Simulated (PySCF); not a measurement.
C2H8GaN (SMILES [CH3][Ga]([CH3])[NH2]), singlet, geometry from GFN2-xTB (such geometries of metal compounds can be far from the true shape). Base run: M062X/6-31G in PySCF.

Here is a job for PySCF.
```python
from pyscf import gto, scf, dft, solvent

mol = gto.M(
    atom='''
Ga   -0.007613    0.004597   -0.007181
C    -1.478842   -1.387786   -0.184939
H    -1.051686   -2.366721   -0.415603
H    -2.187884   -1.126678   -0.973419
H    -2.031766   -1.480517    0.753206
C     0.145010    1.801208   -0.945111
H     0.398066    1.669015   -2.000028
H     0.924754    2.408539   -0.480144
H    -0.797772    2.351635   -0.900951
N     1.345046   -0.421530    1.142510
H     2.147372    0.157166    1.356623
H     1.422587   -1.284782    1.665651
''',
    basis='6-31g',
    charge=0,
    spin=0,
    verbose=4,
)

mf = dft.RKS(mol)
mf.xc = 'm062x'
mf.kernel()
```

The base run was repeated with changes; each row names its change, and settings that it needs were set with it.

| change | ΔE vs base (kcal/mol) | dipole (D) | HOMO-LUMO gap (eV) | outcome |
|---|---|---|---|---|
| base | 0.000 | 0.63 | 8.86 | converged |
| model = IEF-PCM; solvent = tetrahydrofuran; vdw_scale = 1.4 | ___ | 0.70 | ___ | converged |
| model = ddCOSMO; solvent = tetrahydrofuran | -1.74 | 0.67 | 8.97 | converged |
| model = IEF-PCM; solvent = tetrahydrofuran; r_probe = 0.5 | -0.74 | 0.68 | 8.89 | converged |
| model = IEF-PCM; solvent = water | -3.35 | 0.70 | 9.03 | converged |
| model = C-PCM; solvent = tetrahydrofuran | ___ | 0.69 | ___ | converged |
| model = IEF-PCM; solvent = dimethylsulfoxide | -3.30 | 0.70 | 9.03 | converged |
| model = IEF-PCM; solvent = tetrahydrofuran; lebedev_order = 41 | - | - | - | cut at the time limit |
| model = COSMO; solvent = tetrahydrofuran | -2.76 | 0.69 | 9.00 | converged |

What belongs in the gaps?


- model = IEF-PCM; solvent = tetrahydrofuran; vdw_scale = 1.4, ΔE vs base (kcal/mol): -1.24
- model = IEF-PCM; solvent = tetrahydrofuran; vdw_scale = 1.4, HOMO-LUMO gap (eV): 8.90
- model = C-PCM; solvent = tetrahydrofuran, ΔE vs base (kcal/mol): -2.95
- model = C-PCM; solvent = tetrahydrofuran, HOMO-LUMO gap (eV): 9.01

The base is the gas phase, so ΔE is the electrostatic part of solvation at a fixed geometry, without cavity and dispersion terms.
